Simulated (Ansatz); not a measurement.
Coupled-cluster diagnostics for Li2Br2⁺, Ansatz.

Geometry of the doublet (r2SCAN-D4/def2-TZVP):

```xyz
4

Li    1.203   -0.240   -1.519
Li   -1.568    0.279    1.128
Br   -0.034   -1.468    0.252
Br    0.400    1.429    0.138
```

Correlated methods freeze 18 core orbitals; core or outer-core shells of Li, Br are correlated, in sets that lack core-valence functions. In CCSD on the charge 1 quartet the largest single amplitude is 0.22, so its Hartree–Fock determinant may place the open shell otherwise than the density functionals do. In the doublet, Br3 and Br4 lie 2.93 Å apart (atoms count from 1), so these atoms are partly bonded to each other. In the quartet, Br3 and Br4 lie 2.67 Å apart (atoms count from 1), so these atoms are partly bonded to each other. The structure comes from a short search, and lower isomers may exist.

Geometry of the charge 1 quartet (r2SCAN-D4/def2-TZVP):

Cartesian coordinates in Å:
```
Li -1.373 1.028 -2.597
Li 1.709 -0.922 2.469
Br -1.319 -0.463 0.607
Br 0.982 0.357 -0.479
```

(1) Estimate the CCSD(T) correlation energy, the shares of MP2 and (T), T1 and the reference's ⟨S²⟩ for: charge 1, doublet, own geometry in def2-TZVPP; charge 1, quartet, own geometry in def2-TZVPP; and the rough time on 4 threads of Arm Neoverse V1 on a shared host.

Answers

(1) 
```csv
state,basis,correlation (eV),MP2 share (%),(T) share (%),T1,⟨S²⟩ (pure),wall time,remarks
"charge 1, doublet, own geometry",def2-TZVPP,-17.844,93.8,2.9,0.007,0.77 (0.75),86 s,–
"charge 1, quartet, own geometry",def2-TZVPP,-17.344,91.9,3.2,0.039,3.77 (3.75),2.9 min,flagged by the program
```
Customary marks for T1 are 0.02 (closed shells), 0.045 (open shells) and about 0.05 (3d metals). T1 exceeds 0.02 in 1 of 2 rows and 0.045 in 0; the higher it lies, the less the single-reference result can be trusted.
